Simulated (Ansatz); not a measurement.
Ansatz (a program for electronic structure) input (B3LYP-D3(BJ)/def2-TZVP):

Ansatz 0.2 input:
```yaml
crystal:
  periodic: [false, false, false]
  atoms:
    - {symbol: C, position_ang: [-1.16978729, -0.02770202, -0.01621786]}
    - {symbol: Si, position_ang: [0.66501981, 0.05234776, 0.03805815]}
    - {symbol: F, position_ang: [1.17869842, -0.00648321, 1.54971262]}
    - {symbol: F, position_ang: [1.20211280, 1.48384714, -0.43038124]}
    - {symbol: Cl, position_ang: [1.62967929, -1.33973882, -1.01711832]}
    - {symbol: H, position_ang: [-1.73571959, 0.32187845, -0.86017779]}
    - {symbol: H, position_ang: [-1.74194621, -0.51278409, 0.75335954]}
basis:
  gaussian:
    orbitals: def2-TZVP
hamiltonian:
  xc: b3lyp
  dispersion: d3bj
magnetization: {spin_polarized: true, initial_magnetization: 1}
relax: {f_tol: 0.002, max_steps: 150}
```

Output:

```
Functional definition: B3LYP
integrals: 0.10 GiB planned
1104 factors; their error is unknown
mean field: 1.20 GiB planned
mean field evaluation 1: about -26904.4029 eV, gradient 4.4e1 eV
mean field evaluation 2: about -26898.1039 eV, gradient 6.2e1 eV
mean field evaluation 4: about -26911.7885 eV, gradient 3.5e0 eV
mean field evaluation 8: about -26911.8390 eV, gradient 8.6e-2 eV
mean field evaluation 16: about -26911.9054 eV, gradient 2.0e-4 eV
mean field -26911.90539987 eV, -988.9942819007 hartree, gradient 1.5e-5 eV, S^2 0.753316; 0 other end points of the search recorded, 0 dependent functions left out
the calculation of the forces begins
reference -26911.90564254 eV, -988.9942908187 hartree; 29, 28 occupied and 150, 151 virtual orbitals, 1104 factors
relax step   1: F+E_penalty+E_count = -26912.18291488 eV  Δ(F+E_penalty+E_count) = +0.000e0 eV  max|allowed force component| = 1.298e0 eV/Å  Δτ_max = 0.0000 Å  (31 SCF iters, accepted)
these checks for a lower state are left out or cut short: starts, cluster_reference, orbital_swaps, neighbouring_geometries, increment
integrals: 0.10 GiB planned
1104 factors; their error is unknown
mean field: 1.20 GiB planned
mean field -26911.95455027 eV, -988.9960881446 hartree, gradient 1.7e-5 eV, S^2 0.753352; 0 other end points of the search recorded, 0 dependent functions left out
the calculation of the forces begins
reference -26911.95479306 eV, -988.9960970667 hartree; 29, 28 occupied and 150, 151 virtual orbitals, 1104 factors
relax step   2: F+E_penalty+E_count = -26912.23241829 eV  Δ(F+E_penalty+E_count) = -4.950e-2 eV  max|allowed force component| = 5.532e-1 eV/Å  Δτ_max = 0.0377 Å  (33 SCF iters, accepted)
these checks for a lower state are left out or cut short: starts, cluster_reference, orbital_swaps, neighbouring_geometries, increment
integrals: 0.10 GiB planned
1104 factors; their error is unknown
mean field: 1.20 GiB planned
mean field evaluation 32: about -26911.9690 eV, gradient 1.7e-5 eV
mean field -26911.96898276 eV, -988.9966185288 hartree, gradient 1.7e-5 eV, S^2 0.753334; 0 other end points of the search recorded, 0 dependent functions left out
the calculation of the forces begins
reference -26911.96922543 eV, -988.9966274466 hartree; 29, 28 occupied and 150, 151 virtual orbitals, 1104 factors
relax step   3: F+E_penalty+E_count = -26912.24778597 eV  Δ(F+E_penalty+E_count) = -1.537e-2 eV  max|allowed force component| = 2.233e-1 eV/Å  Δτ_max = 0.0260 Å  (33 SCF iters, accepted)
these checks for a lower state are left out or cut short: starts, cluster_reference, orbital_swaps, neighbouring_geometries, increment
integrals: 0.10 GiB planned
1104 factors; their error is unknown
mean field: 1.20 GiB planned
mean field -26911.97108585 eV, -988.9966958159 hartree, gradient 1.2e-5 eV, S^2 0.753318; 0 other end points of the search recorded, 0 dependent functions left out
the calculation of the forces begins
reference -26911.97132838 eV, -988.9967047286 hartree; 29, 28 occupied and 150, 151 virtual orbitals, 1104 factors
relax step   4: F+E_penalty+E_count = -26912.25029531 eV  Δ(F+E_penalty+E_count) = -2.509e-3 eV  max|allowed force component| = 5.566e-2 eV/Å  Δτ_max = 0.0122 Å  (33 SCF iters, accepted)
these checks for a lower state are left out or cut short: starts, cluster_reference, orbital_swaps, neighbouring_geometries, increment
integrals: 0.10 GiB planned
1104 factors; their error is unknown
mean field: 1.20 GiB planned
mean field -26911.97161185 eV, -988.9967151461 hartree, gradient 1.2e-5 eV, S^2 0.753313; 0 other end points of the search recorded, 0 dependent functions left out
the calculation of the forces begins
reference -26911.97185438 eV, -988.9967240588 hartree; 29, 28 occupied and 150, 151 virtual orbitals, 1104 factors
relax step   5: F+E_penalty+E_count = -26912.25064054 eV  Δ(F+E_penalty+E_count) = -3.452e-4 eV  max|allowed force component| = 1.447e-2 eV/Å  Δτ_max = 0.0094 Å  (35 SCF iters, accepted)
these checks for a lower state are left out or cut short: starts, cluster_reference, orbital_swaps, neighbouring_geometries, increment
integrals: 0.10 GiB planned
1104 factors; their error is unknown
mean field: 1.21 GiB planned
[...]
1104 factors; their error is unknown
mean field: 1.20 GiB planned
mean field evaluation 64: about -26911.9691 eV, gradient 7.9e-4 eV
mean field -26911.96905593 eV, -988.9966212178 hartree, gradient 2.1e-5 eV, S^2 0.753360; 0 other end points of the search recorded, 0 dependent functions left out
the calculation of the forces begins
reference -26911.96929723 eV, -988.9966300853 hartree; 29, 28 occupied and 150, 151 virtual orbitals, 1104 factors
relax step   8: F+E_penalty+E_count = -26912.24789434 eV  Δ(F+E_penalty+E_count) = +2.884e-3 eV  max|allowed force component| = 2.684e-1 eV/Å  Δτ_max = 0.1374 Å  (32 SCF iters, rejected (line search))
these checks for a lower state are left out or cut short: starts, cluster_reference, orbital_swaps, neighbouring_geometries, increment
integrals: 0.10 GiB planned
1104 factors; their error is unknown
mean field: 1.20 GiB planned
mean field -26911.97181583 eV, -988.9967226421 hartree, gradient 1.2e-5 eV, S^2 0.753313; 0 other end points of the search recorded, 0 dependent functions left out
the calculation of the forces begins
reference -26911.97205785 eV, -988.9967315360 hartree; 29, 28 occupied and 150, 151 virtual orbitals, 1104 factors
relax step   9: F+E_penalty+E_count = -26912.25084943 eV  Δ(F+E_penalty+E_count) = -7.135e-5 eV  max|allowed force component| = 1.465e-2 eV/Å  Δτ_max = 0.0201 Å  (33 SCF iters, accepted)
these checks for a lower state are left out or cut short: starts, cluster_reference, orbital_swaps, neighbouring_geometries, increment
integrals: 0.10 GiB planned
1104 factors; their error is unknown
mean field: 1.21 GiB planned
mean field -26911.97183308 eV, -988.9967232759 hartree, gradient 2.2e-5 eV, S^2 0.753325; 0 other end points of the search recorded, 0 dependent functions left out
the calculation of the forces begins
reference -26911.97207423 eV, -988.9967321383 hartree; 29, 28 occupied and 150, 151 virtual orbitals, 1104 factors
relax step  10: F+E_penalty+E_count = -26912.25082354 eV  Δ(F+E_penalty+E_count) = +2.588e-5 eV  max|allowed force component| = 5.611e-2 eV/Å  Δτ_max = 0.0666 Å  (32 SCF iters, rejected (line search))
these checks for a lower state are left out or cut short: starts, cluster_reference, orbital_swaps, neighbouring_geometries, increment
integrals: 0.10 GiB planned
1104 factors; their error is unknown
mean field: 1.21 GiB planned
mean field -26911.97197319 eV, -988.9967284248 hartree, gradient 1.3e-5 eV, S^2 0.753313; 0 other end points of the search recorded, 0 dependent functions left out
the calculation of the forces begins
reference -26911.97221471 eV, -988.9967373006 hartree; 29, 28 occupied and 150, 151 virtual orbitals, 1104 factors
relax step  11: F+E_penalty+E_count = -26912.25095278 eV  Δ(F+E_penalty+E_count) = -1.034e-4 eV  max|allowed force component| = 8.704e-3 eV/Å  Δτ_max = 0.0325 Å  (33 SCF iters, accepted)
these checks for a lower state are left out or cut short: starts, cluster_reference, orbital_swaps, neighbouring_geometries, increment
integrals: 0.10 GiB planned
1104 factors; their error is unknown
mean field: 1.20 GiB planned
mean field -26911.97194146 eV, -988.9967272590 hartree, gradient 1.7e-5 eV, S^2 0.753323; 0 other end points of the search recorded, 0 dependent functions left out
the calculation of the forces begins
reference -26911.97218254 eV, -988.9967361184 hartree; 29, 28 occupied and 150, 151 virtual orbitals, 1104 factors
relax step  12: F+E_penalty+E_count = -26912.25088488 eV  Δ(F+E_penalty+E_count) = +6.790e-5 eV  max|allowed force component| = 4.997e-2 eV/Å  Δτ_max = 0.0489 Å  (32 SCF iters, rejected (line search))
these checks for a lower state are left out or cut short: starts, cluster_reference, orbital_swaps, neighbouring_geometries, increment
integrals: 0.10 GiB planned
1104 factors; their error is unknown
mean field: 1.20 GiB planned
mean field evaluation 96: about -26911.9013 eV, gradient 6.6e-1 eV
mean field -26911.97201236 eV, -988.9967298643 hartree, gradient 1.2e-5 eV, S^2 0.753314; 0 other end points of the search recorded, 0 dependent functions left out
the calculation of the forces begins
reference -26911.97225357 eV, -988.9967387288 hartree; 29, 28 occupied and 150, 151 virtual orbitals, 1104 factors
relax step  13: F+E_penalty+E_count = -26912.25099190 eV  Δ(F+E_penalty+E_count) = -3.912e-5 eV  max|allowed force component| = 1.190e-2 eV/Å  Δτ_max = 0.0242 Å  (33 SCF iters, accepted)
these checks for a lower state are left out or cut short: starts, cluster_reference, orbital_swaps, neighbouring_geometries, increment
integrals: 0.10 GiB planned
1104 factors; their error is unknown
mean field: 1.20 GiB planned
mean field -26911.97201639 eV, -988.9967300126 hartree, gradient 1.2e-5 eV, S^2 0.753318; 0 other end points of the search recorded, 0 dependent functions left out
the calculation of the forces begins
reference -26911.97225749 eV, -988.9967388728 hartree; 29, 28 occupied and 150, 151 virtual orbitals, 1104 factors
relax step  14: F+E_penalty+E_count = -26912.25097148 eV  Δ(F+E_penalty+E_count) = +2.042e-5 eV  max|allowed force component| = 2.094e-2 eV/Å  Δτ_max = 0.0189 Å  (33 SCF iters, rejected (line search))
these checks for a lower state are left out or cut short: starts, cluster_reference, orbital_swaps, neighbouring_geometries, increment
integrals: 0.10 GiB planned
1104 factors; their error is unknown
mean field: 1.20 GiB planned
mean field -26911.97203957 eV, -988.9967308642 hartree, gradient 1.2e-5 eV, S^2 0.753314; 0 other end points of the search recorded, 0 dependent functions left out
the calculation of the forces begins
reference -26911.97228070 eV, -988.9967397258 hartree; 29, 28 occupied and 150, 151 virtual orbitals, 1104 factors
relax step  15: F+E_penalty+E_count = -26912.25101115 eV  Δ(F+E_penalty+E_count) = -1.926e-5 eV  max|allowed force component| = 9.062e-3 eV/Å  Δτ_max = 0.0092 Å  (34 SCF iters, accepted)
these checks for a lower state are left out or cut short: starts, cluster_reference, orbital_swaps, neighbouring_geometries, increment
integrals: 0.10 GiB planned
1104 factors; their error is unknown
mean field: 1.21 GiB planned
mean field -26911.97205221 eV, -988.9967313288 hartree, gradient 1.2e-5 eV, S^2 0.753315; 0 other end points of the search recorded, 0 dependent functions left out
the calculation of the forces begins
reference -26911.97229327 eV, -988.9967401877 hartree; 29, 28 occupied and 150, 151 virtual orbitals, 1104 factors
relax step  16: F+E_penalty+E_count = -26912.25102012 eV  Δ(F+E_penalty+E_count) = -8.970e-6 eV  max|allowed force component| = 9.065e-3 eV/Å  Δτ_max = 0.0109 Å  (35 SCF iters, accepted)
these checks for a lower state are left out or cut short: starts, cluster_reference, orbital_swaps, neighbouring_geometries, increment
integrals: 0.10 GiB planned
1104 factors; their error is unknown
mean field: 1.20 GiB planned
mean field evaluation 128: about -26911.9721 eV, gradient 1.3e-5 eV
mean field -26911.97205367 eV, -988.9967313824 hartree, gradient 1.3e-5 eV, S^2 0.753314; 0 other end points of the search recorded, 0 dependent functions left out
the calculation of the forces begins
reference -26911.97229470 eV, -988.9967402401 hartree; 29, 28 occupied and 150, 151 virtual orbitals, 1104 factors
relax step  17: F+E_penalty+E_count = -26912.25102489 eV  Δ(F+E_penalty+E_count) = -4.764e-6 eV  max|allowed force component| = 8.051e-3 eV/Å  Δτ_max = 0.0066 Å  (27 SCF iters, accepted)
these checks for a lower state are left out or cut short: starts, cluster_reference, orbital_swaps, neighbouring_geometries, increment
integrals: 0.10 GiB planned
1104 factors; their error is unknown
mean field: 1.20 GiB planned
mean field -26911.97205360 eV, -988.9967313801 hartree, gradient 1.0e-5 eV, S^2 0.753313; 0 other end points of the search recorded, 0 dependent functions left out
the calculation of the forces begins
reference -26911.97229461 eV, -988.9967402371 hartree; 29, 28 occupied and 150, 151 virtual orbitals, 1104 factors
relax step  18: F+E_penalty+E_count = -26912.25102792 eV  Δ(F+E_penalty+E_count) = -3.032e-6 eV  max|allowed force component| = 4.300e-3 eV/Å  Δτ_max = 0.0057 Å  (27 SCF iters, accepted)
these checks for a lower state are left out or cut short: starts, cluster_reference, orbital_swaps, neighbouring_geometries, increment
integrals: 0.10 GiB planned
1104 factors; their error is unknown
mean field: 1.20 GiB planned
mean field -26911.97205149 eV, -988.9967313024 hartree, gradient 8.8e-6 eV, S^2 0.753313; 0 other end points of the search recorded, 0 dependent functions left out
the calculation of the forces begins
reference -26911.97229250 eV, -988.9967401593 hartree; 29, 28 occupied and 150, 151 virtual orbitals, 1104 factors
relax step  19: F+E_penalty+E_count = -26912.25102830 eV  Δ(F+E_penalty+E_count) = -3.835e-7 eV  max|allowed force component| = 9.904e-4 eV/Å  Δτ_max = 0.0012 Å  (25 SCF iters, accepted)
integrals: 0.10 GiB planned
1104 factors; their error is unknown
mean field: 1.20 GiB planned
mean field evaluation 160: about -26911.9721 eV, gradient 6.9e-5 eV
mean field -26911.97205149 eV, -988.9967313024 hartree, gradient 9.9e-6 eV, S^2 0.753313; 1 other end points of the search recorded, 0 dependent functions left out
the calculation of the forces begins
reference -26911.97229250 eV, -988.9967401593 hartree; 29, 28 occupied and 150, 151 virtual orbitals, 1104 factors
Total energy: -26912.25126931 eV, -989.0069923680 hartree
Atom 0 at    -1.141731    -0.030493    -0.014298 Å, force    -0.000990     0.000155     0.000003 eV/Å
Atom 1 at     0.664957     0.094153     0.070959 Å, force     0.000460     0.000222     0.000453 eV/Å
Atom 2 at     1.165008     0.000350     1.572686 Å, force    -0.000035    -0.000204    -0.000195 eV/Å
Atom 3 at     1.161520     1.481230    -0.515084 Å, force    -0.000161    -0.000039    -0.000216 eV/Å
Atom 4 at     1.601407    -1.383220    -0.978544 Å, force     0.000109    -0.000057    -0.000034 eV/Å
Atom 5 at    -1.712934     0.435533    -0.807531 Å, force     0.000406     0.000006    -0.000065 eV/Å
Atom 6 at    -1.710169    -0.626188     0.689048 Å, force     0.000211    -0.000083     0.000054 eV/Å
Dipole moment:    -0.451817    -0.083848    -0.058720 e Å
```

It need not be the lowest isomer of its formula.
